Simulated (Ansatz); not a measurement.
Reaction (SMILES): [F][Y]([F])[F] -> [F][Y][F] as doublet, charge 0 + F atom (the F-Y bond at the site shown breaks; other sites are not compared here)
Geometries: B3LYP-D3(BJ)/def2-TZVP minima from Ansatz (a first-principles code). Frequencies are from Ansatz. [F][Y][F] as doublet, charge 0: The spin state was set by rule; other spins were not relaxed. A spin state is the lowest found, not a proven ground state.

Quantity: bond dissociation energy (enthalpy at 298 K, with B3LYP-D3(BJ) rigid-rotor harmonic-oscillator terms), in kJ/mol. Cores are frozen in the correlated levels unless marked. Open shells are spin-unrestricted. No spin-orbit coupling. The frozen core is the preceding noble-gas configuration, with the filled d and f shells of earlier blocks. Past Kr the def2 sets carry scalar-relativistic core potentials. CBS(X,Y): correlation extrapolated as X^-3; Hartree-Fock from the larger set. [CCSD(T)-MP2]/basis is that difference in the basis named.

```csv
level,program,bond dissociation energy (kJ/mol),minus last row
B3LYP-D3(BJ)/def2-TZVPD,Ansatz + dftd3,628.8,-32.9
PBE0-D3(BJ)/def2-TZVPD,Ansatz + dftd3,624.8,-36.9
PBE0/def2-QZVPP,Ansatz,630.6,-31.1
BHLYP-D4/def2-TZVPD,Ansatz + dftd4,602.3,-59.4
BHLYP/def2-TZVPD,Ansatz,599.9,-61.8
r2SCAN0/def2-TZVPD,Ansatz,615.6,-46.1
HSE06-D3(BJ)/def2-TZVPD,Ansatz + dftd3,624.6,-37.1
LC-wPBE/def2-TZVPD,Ansatz,655.3,-6.4
B2GP-PLYP/def2-TZVPD,Ansatz,641.4,-20.3
MP2/def2-SVP,Ansatz,664.4,2.7
RI-MP2/def2-TZVPP,Ansatz,672.4,10.7
RI-MP2/def2-QZVPPD,Ansatz,688.2,26.5
SCS-MP2/def2-TZVPPD,Ansatz,661.0,-0.7
"RI-MP2/CBS(def2-TZVPP,def2-QZVPP)+[CCSD(T)-MP2]/def2-TZVPP",Ansatz,661.6,-0.1
"RI-MP2/CBS(def2-TZVPPD,def2-QZVPPD)+[CCSD(T)-MP2]/def2-TZVPPD",Ansatz,661.7,0.0
```
